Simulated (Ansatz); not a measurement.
Basis sets compared for `Cc1cc(-c2sc(-c3sc(-c4sc(-c5sc(-c6sc(S)cc6C)cc5C)cc4C)cc3C)cc2C)sc1S`. Total charge 0; singlet. Geometry PBE-D4/def2-SVP. Ansatz on 4 threads of AMD EPYC 7R13 on a shared host and a share (37 GiB) of an NVIDIA H100 80GB HBM3; times are rough, and most runs start from earlier orbitals.

Cartesian coordinates in Å:
```
C 3.039 -8.677 6.304
C 3.013 -8.377 4.835
C 2.539 -7.156 4.277
C 2.603 -7.082 2.883
C 2.214 -5.976 2.041
S 1.683 -4.490 2.809
C 1.398 -3.699 1.270
C 0.908 -2.350 1.165
S 0.601 -1.697 -0.434
C 0.077 -0.150 0.208
C -0.344 0.938 -0.634
S -0.748 2.470 0.123
C -1.144 3.218 -1.414
C -1.594 4.581 -1.524
S -2.025 5.190 -3.112
C -2.426 6.778 -2.484
C -2.887 7.856 -3.326
S -3.251 9.406 -2.583
C -3.767 10.089 -4.105
S -4.226 11.782 -4.269
C -3.624 9.167 -5.129
C -3.124 7.899 -4.711
C -2.911 6.751 -5.656
C -2.224 6.797 -1.102
C -1.761 5.578 -0.545
C -1.484 5.397 0.920
C -0.955 2.293 -2.445
C -0.507 1.014 -2.030
C -0.245 -0.114 -2.986
C 0.150 -0.177 1.604
C 0.610 -1.397 2.158
C 0.753 -1.627 3.635
C 1.715 -4.578 0.230
C 2.173 -5.855 0.641
C 2.566 -6.936 -0.324
S 3.265 -8.576 2.243
C 3.457 -9.254 3.843
S 4.031 -10.912 4.030
H 3.691 -7.960 6.846
H 2.025 -8.594 6.748
H 3.419 -9.701 6.488
H 2.147 -6.332 4.890
H -5.340 11.744 -3.474
H -3.888 9.401 -6.170
H -3.538 5.872 -5.390
H -1.856 6.402 -5.654
H -3.167 7.045 -6.692
H -2.412 7.694 -0.494
H -2.129 4.612 1.368
H -0.433 5.090 1.106
H -1.665 6.339 1.472
H -1.140 2.543 -3.499
H 0.820 -0.431 -2.967
H -0.489 0.186 -4.023
H -0.849 -1.013 -2.740
H -0.135 0.685 2.224
H 1.794 -1.899 3.913
H 0.103 -2.455 3.989
H 0.478 -0.717 4.202
H 1.616 -4.296 -0.829
H 3.640 -7.205 -0.228
H 1.989 -7.869 -0.157
H 2.393 -6.612 -1.368
H 5.377 -10.653 4.034
```

Single mean-field runs in def2-SVP, def2-TZVP are fitted with def2-universal-jkfit.

Binding counts from free atoms (C triplet, S triplet, H doublet) in the same basis, without a counterpoise term.

```
           level  functions  energy (Eh)  HOMO (eV)  LUMO (eV)  binding per atom (eV)  wall time
 PBE-D4/def2-SVP        694   -4339.8682      -4.27      -2.76                   5.09        6 s
PBE0-D4/def2-SVP        694   -4340.2134      -5.01      -2.30                   4.97        7 s
```

Task: Estimate the rows for PBE-D4/def2-TZVP, PBE0-D4/def2-TZVP.

Result: 
```csv
level,functions,energy (Eh),HOMO (eV),LUMO (eV),binding per atom (eV),wall time
PBE-D4/def2-TZVP,1382,-4342.1970,-4.32,-2.86,5.03,11 s
PBE0-D4/def2-TZVP,1382,-4342.5212,-4.99,-2.34,4.91,14 s
```
